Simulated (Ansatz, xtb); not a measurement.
## C4H7N3OS: which of two isomers lies lower

We compare X, `CCS(=O)c1nc[nH]n1`, a singlet, with Y, `CCS(=O)c1nnc[nH]1`, a singlet. Both are isolated molecules in the gas phase, relaxed with B3LYP/def2-SVP, each in the lowest conformer that the search found.

Quicker runs give these differences E(Y) − E(X): GFN2-xTB −1.22 kcal/mol; HF/STO-3G −1.89 kcal/mol (at GFN2-xTB geometries); r2SCAN-D4/def2-SVP +2.43 kcal/mol (at GFN2-xTB geometries).

**Question.** Estimate which is lower in electronic energy at CCSD(T)/def2-SVP + ΔMP2/def2-TZVPP, and by roughly how much.

**Answer.** The CCSD(T)/def2-SVP + ΔMP2/def2-TZVPP calculation puts structure X lower, by 1.29 kcal/mol.

Level by level:

| level | geometry | E(Y) − E(X) (kcal/mol) | departure from the last row (kcal/mol) | job, with rough time for the two |
| --- | --- | --- | --- | --- |
| GFN2-xTB | GFN2-xTB | −1.22 | −2.51 | optimisation, 0.8 s |
| HF/STO-3G | GFN2-xTB | −1.89 | −3.18 | single point, 2.6 s |
| r2SCAN-D4/def2-SVP | GFN2-xTB | +2.43 | +1.14 | single point, 13 s |
| B3LYP/def2-SVP | B3LYP/def2-SVP | +2.16 | +0.86 | optimisation, 5.3 min |
| HF/def2-SVP | B3LYP/def2-SVP | +1.68 | +0.39 | part of the CCSD(T) run |
| MP2/def2-SVP | B3LYP/def2-SVP | +2.34 | +1.05 | part of the CCSD(T) run |
| CCSD(T)/def2-SVP | B3LYP/def2-SVP | +1.85 | +0.55 | single point |
| CCSD(T)/def2-SVP + ΔMP2/def2-TZVPP | B3LYP/def2-SVP | +1.29 |  | single point, 9 min |

As drawn, both hold the same kinds of bond in the same numbers.

GFN2-xTB, HF/STO-3G put the two in the other order. The largest departure from CCSD(T)/def2-SVP + ΔMP2/def2-TZVPP is that of HF/STO-3G, 3.18 kcal/mol. The last row adds to CCSD(T) the change of the MP2 difference between the two basis sets, here −0.55 kcal/mol.

With thermal terms from frequencies at re-optimised GFN2-xTB minima (ideal gas, soft modes damped towards free rotors, one conformer each, 298.15 K, 1 atm): the zero-point term adds −0.11 kcal/mol; ΔH is +1.15 and ΔG +1.18 kcal/mol.

The correlated steps freeze 13 core orbitals. Programs: Ansatz 0.2.0, xtb 6.7.1; the last row on 2 threads of Intel(R) Xeon(R) Processor @ 2.50GHz (Skylake/Cascade Lake) on a shared host.
